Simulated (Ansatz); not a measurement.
C2H8BGeN can be A, `B[CH]([GeH3])C=N`, or B, `CB1[CH2][GeH2][NH]1`.

Isolated molecules relaxed with PBE0-D4/def2-TZVP in Ansatz; ΔE leaves out vibrations. CCSD(T)/CBS adds triple-zeta CCSD(T) − MP2 to the extrapolated MP2 energy (def2 sets, frozen cores). DFT in def2-TZVPP. B3LYP here is the variant with VWN-RPA as its local correlation; programs differ in this. For Ge outer-core shells are correlated without core-valence functions, which leaves a few kJ/mol of doubt a bond. Scalar relativity is left out up to krypton. Each species was taken in one conformer, which may not be the lowest.

Task: Which isomer does CCSD(T)/CBS put lower? Give the gap. (An estimate is asked.)

Result: The calculation gave: B, by 62.4 kcal/mol.

Task: Give E(B) − E(A) in kcal/mol with r2SCAN-D4, B3LYP-D4, HF/def2-TZVPP, ωB97M-V, PBE-D4, PBE0-D4, B2PLYP. (Best estimate.)

Result: Computed: r2SCAN-D4 -62.4, B3LYP-D4 -59.6, HF/def2-TZVPP -59.4, ωB97M-V -62.9, PBE-D4 -60.8, PBE0-D4 -63.8, B2PLYP -61.5. None reverses the order clearly.

Largest T1 diagnostic: 0.013.

In def2-TZVPP, CCSD(T) changes the Hartree–Fock value by −2.3 kcal/mol (the triples alone add +0.6 kcal/mol) and MP2 by −5.3 kcal/mol. From PBE to PBE0 (25 % exact exchange), in def2-TZVPP and without D4, E(B) − E(A) moves by −3.0 kcal/mol.
